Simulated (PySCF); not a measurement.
## Continuum solvent and chemical shifts

Structure with atom numbers: `[F:1][CH:2]([F:3])[O:4][C@@H:5]1[CH2:6][CH2:7][C:8](=[S:9])[CH2:10]1`. Hydrogens are named by the atom that carries them. Ha(C6), Ha(C7), Ha(C10) are cis to O4 on the ring; Hb(C6), Hb(C7), Hb(C10) are trans to O4 on the ring.

GIAO PBE0/pcSseg-1 in PySCF 2.14.0 with density-fitted response routines on one PBE0-D3(BJ)/def2-SVP conformer, non-relativistic, equivalent nuclei averaged. Solvents enter as an IEF-PCM continuum (chloroform with ε = 4.7, dichloromethane with ε = 8.9) around the gas-phase geometry. Shifts are referred to CFCl3, TMS, CS2 computed in the same medium.

In chloroform, δ in ppm: F3 -90.3, F1 -101.4, C8 286.7, C2 123.5, C5 78.7, C10 64.5, C7 54.0, C6 35.1, S9 813.7, H(C2) 6.09, H(C5) 4.28, Hb(C10) 3.45, Ha(C7) 3.18, Ha(C10) 3.00. Dipole moment 3.68 D.

**Question.** How does each δ change in the more polar medium?

**Answer.** 
```tsv
atoms	environment	Δδ, dichloromethane
F3	fluorine of a CF2 group	-0.5
F1	fluorine of a CF2 group	-0.7
C8	thiocarbonyl carbon	+1.8
C2	sp3 CH bonded to 2 F and O	+0.2
C5	sp3 CH bonded to O	+0.1
C10	sp3 CH2 in a ring	+0.3
C7	sp3 CH2 in a ring	+0.5
C6	sp3 CH2 in a ring	+0.1
S9	thione sulfur	-24.0
H(C2)	hydrogen on an sp3 CH bonded to 2 F and O	+0.05
H(C5)	hydrogen on an sp3 CH bonded to O	+0.08
Hb(C10)	hydrogen on an sp3 CH2 in a ring	+0.01
Ha(C7)	hydrogen on an sp3 CH2 in a ring	+0.01
Ha(C10)	hydrogen on an sp3 CH2 in a ring	0.00
```

Changes are relative to chloroform. The dipole moment becomes 3.86 D in dichloromethane.

**Question.** Which of the listed nuclei move most (in ppm), and what does the model miss? (N and O are left out, as their reference compounds move with the solvent too.)

**Answer.** S9 (thione sulfur, -24.0 ppm) in dichloromethane. A continuum only polarises the solute; specific hydrogen bonds, the anisotropy of aromatic solvents and changes of geometry or conformer are outside it.
